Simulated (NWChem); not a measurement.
Program: NWChem. System: arsenic trifluoride (AsF$_{3}$), charge 0, spin multiplicity 1, at a geometry optimised with PBE0/def2-SVP. Level: CCSD(T)/pcseg-1, 12 core orbitals frozen.

Input file:

```
start mol
memory heap 100 mb stack 700 mb global 1900 mb
geometry units angstroms nocenter noautoz
  F      0.738925    -0.489175     1.281763
  As     0.000896     0.398876     0.000000
  F      0.738925    -0.489175    -1.281763
  F     -1.481134    -0.484194     0.000000
  symmetry group Cs
end
basis spherical
  * library pcseg-1
end
scf
  rhf
  nopen 0
  maxiter 100
  thresh 1e-7
  semidirect memsize 60000000 filesize 0
end
tce
  freeze core 12
  ccsd(t)
  2eorb
  2emet 13
  thresh 1e-6
  maxiter 100
  tilesize 24
end
task tce energy
```

Output (cleaned and shortened):

```
             Northwest Computational Chemistry Package (NWChem) 7.3.0
             --------------------------------------------------------

                                NWChem Input Module
                                -------------------

 Scaling coordinates for geometry "geometry" by  1.889725989
 (inverse scale =  0.529177249)

 Turning off AUTOSYM since
 SYMMETRY directive was detected!

                             Geometry "geometry" -> ""
                             -------------------------

 Output coordinates in angstroms (scale by  1.889725989 to convert to a.u.)

  No.       Tag          Charge          X              Y              Z
 ---- ---------------- ---------- -------------- -------------- --------------
    1 F                    9.0000     0.73892500    -0.48917500     1.28176300
    2 As                  33.0000     0.00089600     0.39887600     0.00000000
    3 F                    9.0000     0.73892500    -0.48917500    -1.28176300
    4 F                    9.0000    -1.48113400    -0.48419400     0.00000000

 Effective nuclear repulsion energy (a.u.)     323.4651667098

            Nuclear Dipole moment (a.u.)
            ----------------------------
        X                 Y               Z
 ---------------- ---------------- ----------------
     0.0000226767     0.0000226767     0.0000000000

      Symmetry information
      --------------------

 Group name             Cs
 Group number              2
 Group order               2
 No. of unique centers     3

      Symmetry unique atoms

     1    2    4


 Summary of "ao basis" -> "" (spherical)
 ------------------------------------------------------------------------------
       Tag                 Description            Shells   Functions and Types
 ---------------- ------------------------------  ------  ---------------------
 *                          pcseg-1                   on all atoms

 Summary of "ao basis" -> "ao basis" (spherical)
 ------------------------------------------------------------------------------
       Tag                 Description            Shells   Functions and Types
 ---------------- ------------------------------  ------  ---------------------
 F                          pcseg-1                  6       14   3s2p1d
 As                         pcseg-1                 11       27   5s4p2d

                                 NWChem SCF Module
                                 -----------------

  ao basis        = "ao basis"
  functions       =    69
  atoms           =     4
  closed shells   =    30
  open shells     =     0
  charge          =   0.00
  wavefunction    = RHF
  use symmetry    = T
  symmetry adapt  = T

 Summary of "ao basis" -> "ao basis" (spherical)
 ------------------------------------------------------------------------------
       Tag                 Description            Shells   Functions and Types
 ---------------- ------------------------------  ------  ---------------------
 F                          pcseg-1                  6       14   3s2p1d
 As                         pcseg-1                 11       27   5s4p2d

      Symmetry analysis of basis
      --------------------------

        a'         43
        a"         26

 Forming initial guess at       0.1s

      Superposition of Atomic Density Guess
      -------------------------------------

 Sum of atomic energies:       -2531.89479713

      Non-variational initial energy
      ------------------------------

 Total energy =   -2532.202704
[...]
 x =   0.00006789 y =   0.03006032 z =   0.00000000

 moments of inertia (a.u.)
 ------------------
         313.749286205849           0.296184718757           0.000000000000
           0.296184718757         445.847931635240           0.000000000000
           0.000000000000           0.000000000000         313.745800210605

  Mulliken analysis of the total density
  --------------------------------------

    Atom       Charge   Shell Charges
 -----------   ------   -------------------------------------------------------
    1 F    9     9.55   2.00  0.94  1.03  3.40  2.17  0.01
    2 As  33    31.35   2.00  2.00  2.00  1.20  0.49  6.00  5.98  0.98  0.44 10.03  0.24
    3 F    9     9.55   2.00  0.94  1.03  3.40  2.17  0.01
    4 F    9     9.55   2.00  0.94  1.03  3.40  2.17  0.01

       Multipole analysis of the density wrt the origin
       ------------------------------------------------

     L   x y z        total         open         nuclear
     -   - - -        -----         ----         -------
     0   0 0 0     -0.000000      0.000000     60.000000

     1   1 0 0      0.002758      0.000000      0.000023
     1   0 1 0      1.229639      0.000000      0.000023
     1   0 0 1     -0.000000      0.000000      0.000000

     2   2 0 0    -26.069615      0.000000    105.603623
     2   1 1 0      0.004667      0.000000     -0.143363
     2   1 0 1     -0.000000      0.000000      0.000000
     2   0 2 0    -23.988218      0.000000     41.665828
     2   0 1 1      0.000000      0.000000      0.000000
     2   0 0 2    -26.069694      0.000000    105.605281

                   NWChem Extensible Many-Electron Theory Module
                   ---------------------------------------------


            General Information
            -------------------
      Number of processors :     1
         Wavefunction type : Restricted Hartree-Fock
          No. of electrons :    60
           Alpha electrons :    30
            Beta electrons :    30
           No. of orbitals :   138
            Alpha orbitals :    69
             Beta orbitals :    69
        Alpha frozen cores :    12
         Beta frozen cores :    12
     Alpha frozen virtuals :     0
      Beta frozen virtuals :     0
         Spin multiplicity : singlet
    Number of AO functions :    69
       Number of AO shells :    29
        Use of symmetry is : on
      Symmetry adaption is : on
         Schwarz screening : 0.10D-09

          Correlation Information
          -----------------------
          Calculation type : Coupled-cluster singles & doubles w/ perturbation
   Perturbative correction : (T)
            Max iterations :      100
        Residual threshold : 0.10D-05
     T(0) DIIS level shift : 0.00D+00
     L(0) DIIS level shift : 0.00D+00
     T(1) DIIS level shift : 0.00D+00
     L(1) DIIS level shift : 0.00D+00
     T(R) DIIS level shift : 0.00D+00
     T(I) DIIS level shift : 0.00D+00
   CC-T/L Amplitude update :  5-th order DIIS
                I/O scheme : Global Array Library
        L-threshold :  0.10D-05
        EOM-threshold :  0.10D-05
 no EOMCCSD initial starts read in
 TCE RESTART OPTIONS
 SLICE:      F
 D4D5:       F
 quantumc:   F
 qrotation:  F
 pwtce:      F
 qducc:      F
 nacto:                         0
 nrotv:                         0
 nrot:                          0

            Memory Information
            ------------------
          Available GA space size is     249032039 doubles
          Available MA space size is     104852100 doubles

 Maximum block size supplied by input
 Maximum block size        24 doubles

 tile_dim =     23

 -------------------------------------------------
   1    alpha     a'    11 doubles       0       1
   2    alpha     a"     7 doubles      11       2
   3    beta      a'    11 doubles      18       1
   4    beta      a"     7 doubles      29       2
   5    alpha     a'    23 doubles      36       5
   6    alpha     a"    16 doubles      59       6
   7    beta      a'    23 doubles      75       5
   8    beta      a"    16 doubles      98       6

 Global array virtual files algorithm will be used

 Parallel file system coherency ......... OK

 4-electron integrals stored in orbital form

 v2    file size   =          1495573
 4-index algorithm nr.  13 is used
 imaxsize =       30
 imaxsize ichop =        0


CCSD iterations
 ---------------------------------------------------------
 Iter          Residuum       Correlation     Cpu    Wall
 ---------------------------------------------------------
    1   0.1830238564856  -0.6777999950778     0.2     0.2
    2   0.0490175729759  -0.6653769611028     0.2     0.2
    3   0.0160953874892  -0.6769258637936     0.2     0.2
    4   0.0073600261137  -0.6773230943093     0.2     0.2
    5   0.0026718409103  -0.6785305785633     0.2     0.2
    6   0.0008844743160  -0.6787396888369     0.2     0.2
    7   0.0005564547645  -0.6787797506556     0.2     0.2
    8   0.0002141263704  -0.6787943197128     0.2     0.2
    9   0.0001674175799  -0.6787944007810     0.2     0.2
   10   0.0000707258368  -0.6788026005556     0.2     0.2
   11   0.0000148206125  -0.6788069391101     0.2     0.2
   12   0.0000068340610  -0.6788064912802     0.2     0.2
   13   0.0000034345495  -0.6788069615000     0.2     0.2
   14   0.0000020803203  -0.6788067721258     0.2     0.2
   15   0.0000010808721  -0.6788068526287     0.2     0.2
   16   0.0000002678057  -0.6788068104893     0.2     0.2
 -----------------------------------------------------------------
 Iterations converged
 CCSD correlation energy / hartree =        -0.678806810489282
 CCSD total energy / hartree       =     -2532.863380118989426

 Singles contributions

 Doubles contributions
 CCSD(T)
 Using plain CCSD(T) code
             total no. of tasks           26
 total no. of tasks / no. procs           26
                         wl_min      1404928          10.6
                         wl_max     16194277          15.9
        thresh for no. of tasks           26

 CCSD[T]  correction energy / hartree =        -0.016005341688726
 CCSD[T] correlation energy / hartree =        -0.694812152178008
 CCSD[T] total energy / hartree       =     -2532.879385460678350
 CCSD(T)  correction energy / hartree =        -0.013471578340295
 CCSD(T) correlation energy / hartree =        -0.692278388829576
 CCSD(T) total energy / hartree       =     -2532.876851697329585

 Task  times  cpu:       18.2s     wall:       18.2s

 Total times  cpu:       18.3s     wall:       18.3s
```
